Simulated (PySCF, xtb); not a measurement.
C3H12OSi2, SMILES C[SiH](C)C[SiH2]O.

GFN2-xTB (xtb) at its own geometry gives an orbital gap of 5.97 eV and a dipole moment of 1.93 D.

The structure is a stationary point at B3LYP-D3(BJ)/def2-SVP. This is a generated structure with no PubChem entry under its InChIKey; it may be hypothetical. One conformer was computed; it need not be the lowest.

Q: What does CAM-B3LYP/def2-TZVP in PySCF give? (An estimate is asked for; the answer gives what the named calculation found.)

A: gap 10.65 eV (levels -9.42 and 1.23 eV), dipole 2.34 D.
